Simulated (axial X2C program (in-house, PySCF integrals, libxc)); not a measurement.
# Br₂⁻ at several levels of theory

Calculated with an in-house all-electron X2C program for linear molecules (integrals from PySCF). Spin-free means the one-electron spin-free X2C Hamiltonian; two-component (2c) means X2C with spin–orbit coupling and atomic mean-field two-electron Coulomb and Gaunt terms, so the difference of the two also holds small scalar two-electron terms. Basis: Br dyall-acv3z [9s10p7d5f1g] (cores contracted in-house); Gaussian nuclei, density fitting, unrestricted open shells. Masses: Br 78.918 u.

Input:
```json
{
 "zs": [
  35,
  35
 ],
 "q": -1,
 "bas": [
  "dyall-acv3z",
  "dyall-acv3z"
 ],
 "levels": [
  "PBE0",
  "HF",
  "PW91"
 ],
 "cc": true,
 "r0": 2.28,
 "thr": -2.0,
 "nmax": 90,
 "npts": 10,
 "nst": 2,
 "ntry": 6
}
```
```bash
python so2c.py task.json out
```

Keys: zs atomic numbers; q charge; bas basis sets; levels methods; cc coupled cluster on or off; r0 starting distance in Å; thr threshold in hartree for freezing inner shells (an s shell follows its p shell); nmax most natural virtual spinors; npts points on the curve; nst determinants followed; ntry starts of the search. HF also brings MP2.

State, spin-free: M_S = 1/2, Λ = 0 (beyond evenly filled blocks: σα); electrons by block: σα: 16, σβ: 15, π+α: 8, π+β: 8, π-α: 8, π-β: 8, δ+α: 2, δ+β: 2, δ-α: 2, δ-β: 2. Fragments: Br- + Br.

State, 2c: Ω = 1/2 (⟨Sz⟩ = 0.49, ⟨Lz⟩ = 0.01 at PBE0); electrons by block: 1/2: 24, -1/2: 23, 3/2: 10, -3/2: 10, 5/2: 2, -5/2: 2. Fragments: Br- + Br.

```json
{"Hamiltonian": "spin-free", "level": "PBE0", "Re (Å)": "2.867", "ωe (cm⁻¹)": "143.1", "ωexe (cm⁻¹)": "0.831", "Be (cm⁻¹)": "0.05197", "αe (cm⁻¹)": "0.000332", "De (eV)": "1.49"}
{"Hamiltonian": "spin-free", "level": "HF", "Re (Å)": "2.900", "ωe (cm⁻¹)": "151.6", "ωexe (cm⁻¹)": "0.68", "Be (cm⁻¹)": "0.05081", "αe (cm⁻¹)": "0.000271", "De (eV)": "0.611"}
{"Hamiltonian": "spin-free", "level": "MP2", "Re (Å)": "2.816", "ωe (cm⁻¹)": "166.2", "ωexe (cm⁻¹)": "0.704", "Be (cm⁻¹)": "0.05389", "αe (cm⁻¹)": "0.000267", "De (eV)": "1.26"}
{"Hamiltonian": "spin-free", "level": "CCSD", "Re (Å)": "2.851", "ωe (cm⁻¹)": "159.3", "ωexe (cm⁻¹)": "0.692", "Be (cm⁻¹)": "0.05257", "αe (cm⁻¹)": "0.000271", "De (eV)": "1.19"}
{"Hamiltonian": "spin-free", "level": "CCSD(T)", "Re (Å)": "2.846", "ωe (cm⁻¹)": "160.1", "ωexe (cm⁻¹)": "0.684", "Be (cm⁻¹)": "0.05276", "αe (cm⁻¹)": "0.00027", "De (eV)": "1.21"}
{"Hamiltonian": "spin-free", "level": "PW91", "Re (Å)": "2.922", "ωe (cm⁻¹)": "126.6", "ωexe (cm⁻¹)": "0.897", "Be (cm⁻¹)": "0.05002", "αe (cm⁻¹)": "0.000374", "De (eV)": "1.70"}
{"Hamiltonian": "2c", "level": "PBE0", "Re (Å)": "2.876", "ωe (cm⁻¹)": "140.0", "ωexe (cm⁻¹)": "0.865", "Be (cm⁻¹)": "0.05164", "αe (cm⁻¹)": "0.000344", "De (eV)": "1.40"}
{"Hamiltonian": "2c", "level": "HF", "Re (Å)": "2.908", "ωe (cm⁻¹)": "148.8", "ωexe (cm⁻¹)": "0.705", "Be (cm⁻¹)": "0.05051", "αe (cm⁻¹)": "0.000279", "De (eV)": "0.465"}
{"Hamiltonian": "2c", "level": "MP2", "Re (Å)": "2.821", "ωe (cm⁻¹)": "164.1", "ωexe (cm⁻¹)": "0.722", "Be (cm⁻¹)": "0.05366", "αe (cm⁻¹)": "0.000272", "De (eV)": "1.14"}
{"Hamiltonian": "2c", "level": "CCSD", "Re (Å)": "2.857", "ωe (cm⁻¹)": "156.9", "ωexe (cm⁻¹)": "0.709", "Be (cm⁻¹)": "0.05232", "αe (cm⁻¹)": "0.000278", "De (eV)": "1.06"}
{"Hamiltonian": "2c", "level": "CCSD(T)", "Re (Å)": "2.852", "ωe (cm⁻¹)": "157.8", "ωexe (cm⁻¹)": "0.7", "Be (cm⁻¹)": "0.05252", "αe (cm⁻¹)": "0.000276", "De (eV)": "1.08"}
{"Hamiltonian": "2c", "level": "PW91", "Re (Å)": "2.935", "ωe (cm⁻¹)": "122.7", "ωexe (cm⁻¹)": "0.95", "Be (cm⁻¹)": "0.0496", "αe (cm⁻¹)": "0.000392", "De (eV)": "1.60"}
```

Correlated methods: 15 electrons correlated (number of frozen shells: Br 3 s, 2 p, 1 d), 289 virtual spin orbitals or spinors in MP2, 90 natural virtuals in coupled cluster.

The state is a single determinant with fixed occupations, the lowest that a limited PBE0 search found. De is counted from the lowest determinant-based energies of the atoms at the same level, without counterpoise correction. Density functionals use the spin component along the axis (collinear). Coupled cluster ran in a truncated set of natural virtual spinors; the MP2 energy of the rest was added. (T) has no such correction and the atoms are truncated less, which lowers De at CCSD(T) by a hundredth of an eV or more. Without a current term, density functionals place determinants with orbital angular momentum somewhat too high. The highest occupied level of some functionals is positive through self-interaction error; at Hartree–Fock it is bound. Hartree–Fock gets electron affinities wrong, so its lowest charge split need not be the true one.

Rough cost a point (2c) on 1 thread(s) of a shared host, integrals apart: PBE0 0.9 s, HF 0.9 s, CCSD(T) 7 s, PW91 0.4 s.

The whole task took 3.3 min on 1 thread of Arm Neoverse V1, with other jobs on the host.
